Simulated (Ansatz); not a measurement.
`[Cl][Al]([Cl])[I]`, relaxed with RKS PBE-D4/def2-SVP in Ansatz 0.2.0 from a rough embedded geometry. The force threshold is 0.03 eV/Å; the program also tests the step.

Charge 0, multiplicity 1. I takes the def2 core potential.

Start:

```xyz
4

Cl   -0.171   -0.137   -2.260
Al   -0.020    0.060   -0.046
Cl    0.257    2.062    0.835
I    -0.065   -1.985    1.471
```

```
step  energy (eV)  largest force (eV/Å)  largest move (Å)
   1  -39724.0767                 1.474             0.000
   2  -39724.3077                 0.568             0.121
   3  -39724.3280                 0.037             0.029
   4  -39724.3287                 0.009             0.018
```

End:

```xyz
4

Cl   -0.168   -0.122   -2.129
Al    0.002    0.063   -0.046
Cl    0.237    1.980    0.773
I    -0.072   -1.922    1.402
```

Hardware: 2 threads of a server CPU on a shared host. Wall time 9.5 s, peak host memory 0.17 GiB.
